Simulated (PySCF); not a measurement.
# Nonlinear optical response: `C=CC(=C)/C=C(/F)CF`, C₇H₈F₂

Geometry (Å), atoms numbered from 1 in this order:
```xyz
17

C     0.0192    0.0910    2.0683
C    -0.4861    0.9193    1.1626
C    -0.9964    0.5265   -0.1460
C    -1.7586    1.3529   -0.8652
C    -0.6868   -0.8183   -0.6593
C     0.5374   -1.2897   -0.8405
F     0.7030   -2.5537   -1.3106
C     1.8596   -0.6111   -0.6349
F     1.7690    0.7399   -0.8329
H     0.0974   -0.9702    1.8967
H     0.3571    0.4451    3.0270
H    -0.5763    1.9732    1.3874
H    -2.1512    1.0688   -1.8263
H    -1.9955    2.3442   -0.5197
H    -1.5217   -1.4460   -0.9389
H     2.2409   -0.7591    0.3838
H     2.5820   -1.0006   -1.3616
```

Method: quadratic response PBE0/def2-SVPD first hyperpolarisability, Taylor convention, gas phase in PySCF 2.14.0. Geometry: GFN2-xTB.

(1) Give β for the processes computed.

(2) Which lowest excitations, dipole and polarisabilities go with it?

Answers

(1) In 10⁻³⁰ esu, Taylor convention; the vector part is βᵢ = ⅓ Σⱼ (βᵢⱼⱼ + βⱼᵢⱼ + βⱼⱼᵢ); β∥ is 3/5 of the vector part along the dipole, the dipole points from − to +:
| process | λ (nm) | β vector norm | β∥ | β HRS | depolarisation ratio |
| --- | --- | --- | --- | --- | --- |
| static β(0;0,0) | ∞ | 1.28 | -0.39 | 0.52 | 5.36 |
| second harmonic β(−2ω;ω,ω) | 1064 | 1.50 | -0.43 | 0.61 | 5.11 |
| Pockels β(−ω;ω,0) | 1064 | 1.35 | -0.41 | – | – |

(2) S1 5.15 eV (f = 0.240); S2 5.38 eV (f = 0.007); S3 5.85 eV (f = 0.228); dipole 0.67 D; isotropic α 88.2 au static, 89.4 au at 1064 nm, 93.4 au at 532 nm.
